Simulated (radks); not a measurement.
Values are calculated unless marked as measured or tabulated.
Isoelectronic series with 11 electrons, each ion in its NIST ground configuration. Code: a radial shooting solver on a logarithmic mesh with Libxc functionals. Model: scalar-relativistic Kohn-Sham, PBE, spin-unpolarised, spherical densities, point nucleus. Total energies (hartree) and mean radii <r> (bohr) (* marks an orbital that is empty in some or all of the ions):

ion,configuration,E (hartree),3p*,3s,2p
Mg+,[Ne] 3s1,-199.98731,3.503,2.794,0.6877
Al2+,[Ne] 3s1,-241.76644,2.560,2.204,0.6009
Si3+,[Ne] 3s1,-287.71625,2.054,1.846,0.5341
P4+,[Ne] 3s1,-337.83690,1.728,1.598,0.4811
S5+,[Ne] 3s1,-392.13215,1.498,1.413,0.4378
Cl6+,[Ne] 3s1,-450.60776,1.325,1.269,0.4018
Ar7+,[Ne] 3s1,-513.27094,1.190,1.153,0.3713
K8+,[Ne] 3s1,-580.13002,1.081,1.057,0.3451
Ca9+,[Ne] 3s1,-651.19425,0.9907,0.9767,0.3225
